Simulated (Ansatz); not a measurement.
`O[SiH](O)[SiH3]` → 6 H• + 2 O• + 2 Si•  (atomization)

Calculated with Ansatz (gas phase, PBE0-D4/def2-TZVP geometries, no zero-point term in ΔE). CCSD(T)/CBS is frozen-core, at the limit of the def2 triple- and quadruple-zeta sets. DFT in def2-TZVPP. No spin–orbit coupling; open shells (•) take unrestricted orbitals. Spin–orbit coupling would lower the free atoms: a little for O, Si. Each species was taken in one conformer, which may not be the lowest.

`O[SiH](O)[SiH3]`:

Z-matrix (Å, degrees):
```
Si
O 1 1.647
Si 1 2.344 2 104.5
O 1 1.648 2 112.8 3 -122.1
H 1 1.486 2 110.8 3 123.0
H 2 0.959 1 117.7 3 -172.2
H 3 1.487 1 111.3 2 55.4
H 3 1.490 1 109.9 2 -65.1
H 3 1.489 1 110.0 2 175.9
H 4 0.959 1 117.5 2 65.5
```

```tsv
species	CAM-B3LYP-D4 energy (Eh)
`O[SiH](O)[SiH3]`	-733.19443
H•	-0.49881
O•	-75.07325
Si•	-289.37690
```

Work out ΔE.

ΔE = 6 × (-0.49881) + 2 × (-75.07325) + 2 × (-289.37690) − (-733.19443) = 1.30127 Eh = +35.41 eV. CCSD(T)/CBS gives +35.51 eV.

Largest T1 diagnostic among the species: 0.013.

From r2SCAN to r2SCAN0 (25 % exact exchange), in def2-TZVPP and without D4, ΔE moves by −0.59 eV: exact exchange takes away binding that semilocal exchange gives to molecules. At CCSD(T), def2-SVP lies −3.09 eV from the extrapolated value and def2-TZVPP −1.07 eV: correlation converges slowly with the basis, and small sets miss more of it in the bonded molecule than in its fragments. The D4 term adds +0.32 eV with B3LYP and +0.17 eV with PBE0; it sums over pairs of atoms, weighted by their polarisabilities, and B3LYP, whose exchange is more repulsive, gets the larger term.

B3LYP here is the variant with VWN-RPA as its local correlation; programs differ in this.
